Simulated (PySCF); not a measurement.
# Dipole moment and polarisability of `[SiH3]Oc1ccccn1`

Species: C5H7NOSi.
Geometry (PBE0-D3(BJ)/def2-SVP, Å), atoms numbered from 1 in this order:
```
atom  x, y, z in Å
Si1   -2.2853    0.5170   -0.2938
O2    -0.9635   -0.4140   -0.8541
C3     0.2470   -0.1290   -0.3677
C4     1.3683   -0.8555   -0.7950
C5     2.5977   -0.5123   -0.2537
C6     2.6766    0.5254    0.6814
C7     1.5006    1.1773    1.0317
N8     0.3140    0.8548    0.5175
H9    -3.4194   -0.0877   -1.0466
H10   -2.5062    0.3403    1.1666
H11   -2.1478    1.9506   -0.6663
H12    1.2488   -1.6550   -1.5268
H13    3.4980   -1.0519   -0.5584
H14    3.6285    0.8198    1.1257
H15    1.5076    1.9968    1.7584
```

Level: PBE0/def2-SVPD (PySCF), static field, nuclei fixed, core orbitals frozen in the response. The polarisability tensor in these axes (au):

```
x   123.73  -3.05   9.12
y    -3.05  81.27  15.74
z     9.12  15.74  78.56
```

Problem. What are the eigenvalues, a third of the trace, and Δα (Δα² = ½Σ(αi − αj)² over the three pairs)?

Solution. Principal values 62.84, 95.22 and 125.50 au; mean 94.52 au = 14.01 Å³ = 15.58 × 10⁻⁴⁰ C²·m²/J; Δα = 54.28 au (57 % of the mean).

Problem. What is the dipole moment, and where does it point?

Solution. (1.81, -0.12, 0.24) D, 1.82 D in size, pointing from the negative to the positive side. Measured along this direction, the outermost atoms are H9 at the negative end and H14 at the positive end.

Problem. Directions of the eigenvectors, and the extent of the frame along each?

Solution. Largest value along (0.98, 0.00, 0.19), where the nuclei span 7.33 Å; middle along (-0.13, 0.75, 0.64), 4.84 Å; least along (-0.14, -0.66, 0.74), 2.47 Å. The response follows the extents in order.

Problem. Form Σ f/ω² (atomic units) for the 10 lowest TDDFT singlets, given as eV and f, and set it beside the mean polarisability, which is this sum over all singlets: 5.15, 0.0624; 5.36, 0.0026; 5.98, 0.0003; 6.08, 0.1427; 6.45, 0.0000; 6.80, 0.0002; 7.17, 0.1569; 7.20, 0.0127; 7.22, 0.5806; 7.43, 0.0423.

Solution. They add up to 15.94 au, 16.9 % of the 94.52 au; the largest single term is 8.25 au, from the state at 7.22 eV. Terms in order: 1.74, 0.07, 0.01, 2.86, 0.00, 0.00, 2.26, 0.18, 8.25, 0.57 au. Higher excitations give the rest. The strengths listed sum to 1.001.

Problem. What molar refraction does this α imply?

Solution. Lorentz–Lorenz: R = (4π/3)N_A α = 2.5225 cm³/(mol·Å³) × 14.01 Å³ = 35.3 cm³/mol, in the limit of long wavelengths.

Problem. What depolarisation ratio follows for Rayleigh scattering of linearly polarised light, taking the static tensor?

Solution. ρ = 3Δα²/(45ᾱ² + 4Δα²) = 8838.0/(402040 + 11783.9) = 0.0214.

Isolated species at its PBE0-D3(BJ)/def2-SVP geometry (one conformer only).
